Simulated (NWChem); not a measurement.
Species: C3H3N2, doublet; SMILES [c]1cc[nH]n1

```xyz
8

C     -1.2069    -0.0500     0.0000
N     -0.5864     1.0988     0.0000
N      0.7259     0.7555     0.0000
C      0.9144    -0.5987     0.0000
C     -0.3568    -1.1825     0.0000
H      1.4414     1.4842     0.0000
H      1.9174    -1.0431     0.0000
H     -0.6068    -2.2474     0.0000
```
Atoms are numbered in this order, from 1.

Level: PBE-D3(BJ)/def2-SVP, spin-unrestricted (NWChem), optimised geometry, unscaled harmonic frequencies. In the optimisation the excess spin sits in a' (Cs, its own frame).

```
frequency (cm⁻¹)  IR intensity (km/mol)
----------------  ---------------------
513                                47.1
588                                 0.2
648                                22.5
720                                61.1
819                                 0.8
838                                27.2
898                                 1.0
1004                               28.8
1040                               16.3
1153                                5.8
1186                                6.4
1319                                0.7
1386                               16.8
1438                                3.4
1521                               19.8
3182                                0.0
3217                                0.8
3554                               69.9
```

- zero-point energy: 35.8 kcal/mol
- thermal correction to the enthalpy at 298.15 K (with zero-point energy): 38.7 kcal/mol
- heat capacity Cv: 13.2 cal/(mol K)
- entropy at 298.15 K and 1 atm (symmetry number 1, electronic part: spin degeneracy alone): 66.5 cal/(mol K)
- dipole moment: 3.13 D

Rigid rotor and harmonic oscillator.
